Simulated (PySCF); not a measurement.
O+ (oxygen, charge +1) across methods

[He] 2s1 2p4, high-spin 4P determinant (an excited configuration). Calculation: PySCF 2.14, in aug-cc-pwCVDZ (5s4p2d, 27 functions); the non-relativistic Hamiltonian (point nucleus).

| method | E (hartree) | mean ε 2s α (eV) | mean ε 2p α (eV) | mean ε 2p β (eV) | Σ⟨r²⟩ (bohr²) | ⟨S²⟩ |
| --- | --- | --- | --- | --- | --- | --- |
| r2SCANh | -74.0116 | -45.372 | -28.476 | -22.462 | 7.773 | 3.754 |
| BP86 | -74.0276 | -42.076 | -26.656 | -21.892 | 7.823 | 3.752 |
| PBEsol | -73.7060 | -41.834 | -26.532 | -21.335 | 7.853 | 3.753 |
| UHF | -73.80071 | -57.011 | -36.530 | -26.763 | 7.780 | 3.759 |
| LDA | -73.4638 | -41.690 | -26.690 | -21.373 | 7.881 | 3.753 |
| PBE0 | -73.9592 | -45.904 | -29.214 | -23.271 | 7.793 | 3.753 |
| r2SCAN | -74.0147 | -44.070 | -27.535 | -21.822 | 7.779 | 3.754 |
| M06-L | -74.0243 | -44.425 | -27.373 | -21.920 | 7.745 | 3.754 |

**Question.** Estimate the same row for PBE.

**Answer.** E (hartree) = -73.9545; mean ε 2s α (eV) = -42.030; mean ε 2p α (eV) = -26.605; mean ε 2p β (eV) = -21.593; Σ⟨r²⟩ (bohr²) = 7.833; ⟨S²⟩ = 3.752.
